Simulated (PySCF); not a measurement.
Compound: C₇H₁₀N₂Si.
Geometry (PBE0-D3(BJ)/def2-SVP, Å), atoms numbered from 1 in this order:
```
atom  x, y, z in Å
C1    -1.1032   -0.2404    3.4825
C2    -1.3082    0.0183    2.3113
Si3   -1.6494    0.3971    0.5514
C4    -2.9567   -0.7268   -0.1510
N5    -0.1342    0.1392   -0.3415
C6     0.0296   -0.4502   -1.5705
N7     1.2683   -0.4325   -1.9800
C8     1.9818    0.1982   -0.9884
C9     3.4540    0.3953   -1.0888
C10    1.1322    0.5597    0.0291
H11   -0.9174   -0.4727    4.5167
H12   -2.0397    1.8311    0.4509
H13   -3.1854   -0.4722   -1.1970
H14   -3.8837   -0.6234    0.4331
H15   -2.6329   -1.7773   -0.1028
H16   -0.8085   -0.8807   -2.1200
H17    3.7141    0.8965   -2.0336
H18    3.8345    1.0020   -0.2553
H19    3.9818   -0.5717   -1.0810
H20    1.3164    1.0573    0.9789
```

Theory: TDDFT wB97X-D/def2-SVPD, vertical, gas phase, core orbitals frozen in the response (PySCF).

Ground-to-excited transition dipoles (e·a0, same axes as the geometry; the sign carries no meaning), for the states with f of 0.002 or more among the lowest 9:

```tsv
state	E (eV)	μx	μy	μz
S1	5.927	0.086	0.255	0.410
S2	5.972	-0.008	-0.063	-0.192
S3	6.005	0.052	0.079	0.156
S5	6.300	-0.132	0.052	0.113
S6	6.356	0.063	0.280	0.562
S8	6.761	0.125	-0.190	-0.121
S9	6.919	0.239	0.007	-0.093
```

(1) What oscillator strength does each state have?

(2) Which bond between heavy atoms lies closest to the direction of the S6 transition dipole?

(3) What angle do the transition dipoles of S1 and S6 make?

(4) What peak molar absorption coefficient would the strongest computed level give as a lone Gaussian band 0.5 eV wide at half height?

Answers

(1) f = (2/3) ΔE |μ|² with ΔE in hartree (27.2114 eV).

| state | \|μ\|² (au) | \|μ\| (D) | f |
| --- | --- | --- | --- |
| S1 | 0.241 | 1.25 | 0.035 |
| S2 | 0.041 | 0.51 | 0.006 |
| S3 | 0.033 | 0.46 | 0.005 |
| S5 | 0.033 | 0.46 | 0.005 |
| S6 | 0.399 | 1.61 | 0.062 |
| S8 | 0.066 | 0.65 | 0.011 |
| S9 | 0.066 | 0.65 | 0.011 |

(2) N5–C6, at 13° from it; next N7–C8 at 26°.

(3) |cos θ| = |μa·μb| / (|μa| |μb|) = 0.99, so θ ≈ 7° (taken between 0 and 90°, since the signs are arbitrary).

(4) ε(max) = 2.175×10⁸ f / FWHM, with the width in cm⁻¹. S6: 2.175×10⁸ × 0.0621 / 4033 ≈ 3300 L mol⁻¹ cm⁻¹.

The vertical ionisation energy (ΔSCF) is 8.24 eV, 1.32 eV above S9.

One conformer stands for the species.
